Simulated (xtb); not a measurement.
ketene (C$_{2}$H$_{2}$O), singlet, geometry from GFN2-xTB. Base run: GFN2-xTB in xtb.

Geometry (Å):
```xyz
5

C     -0.0115     0.0214    -1.1919
C      0.0009    -0.0017     0.0965
H      0.0025     0.9483    -1.7301
H     -0.0361    -0.8857    -1.7626
O      0.0121    -0.0226     1.2581
```
All else is at xtb's defaults.
Base energy -9.31819 Eh.

Variants of this job, named by their change:

```json
[
 {"change": "base", "ΔE vs base (kJ/mol)": "0.00", "HOMO-LUMO gap (eV)": "3.69", "dipole (D)": "2.04", "G_solv (kcal/mol)": "-", "SCF cycles": "11"},
 {"change": "etemp = 10000", "ΔE vs base (kJ/mol)": "…", "HOMO-LUMO gap (eV)": "…", "dipole (D)": "…", "G_solv (kcal/mol)": "-", "SCF cycles": "11"},
 {"change": "acc = 30", "ΔE vs base (kJ/mol)": "0.00", "HOMO-LUMO gap (eV)": "3.69", "dipole (D)": "2.04", "G_solv (kcal/mol)": "-", "SCF cycles": "9"},
 {"change": "alpb = acetonitrile", "ΔE vs base (kJ/mol)": "-14.33", "HOMO-LUMO gap (eV)": "3.68", "dipole (D)": "2.43", "G_solv (kcal/mol)": "-3.73", "SCF cycles": "11"},
 {"change": "alpb = thf", "ΔE vs base (kJ/mol)": "-14.62", "HOMO-LUMO gap (eV)": "3.69", "dipole (D)": "2.54", "G_solv (kcal/mol)": "-4.04", "SCF cycles": "10"},
 {"change": "etemp = 5000", "ΔE vs base (kJ/mol)": "-2.26", "HOMO-LUMO gap (eV)": "3.72", "dipole (D)": "2.06", "G_solv (kcal/mol)": "-", "SCF cycles": "11"}
]
```

Task: What belongs in the gaps?

Result: 
- etemp = 10000, ΔE vs base (kJ/mol): -37.5
- etemp = 10000, HOMO-LUMO gap (eV): 3.89
- etemp = 10000, dipole (D): 2.20

ALPB and GBSA are two models with their own fitted parameters for each solvent, which aren't always the measured dielectric constant.
